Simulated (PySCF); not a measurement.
Computed with B3LYP-D3(BJ)/def2-TZVP // M06-2X/def2-TZVP (PySCF). Isolated molecules, 0 K electronic values unless said otherwise. One relaxed conformer stands for a flexible species; it need not be the lowest. B3LYP has the VWN-RPA correlation part, as in Gaussian. 

Reference species (SMILES): `B` (neutral, multiplicity 1).

```
Property    Result
--------  --------
LUMO      -2.22 eV
HOMO      -9.75 eV
```

Changed species: `[AlH2][BH2]` (X = AlH2; the reference has X = H).

Question: Give the shifts of the LUMO and HOMO.

Answer: the LUMO decreases by 0.30 eV, to -2.52 eV; the HOMO goes up by 2.44 eV, to -7.31 eV.
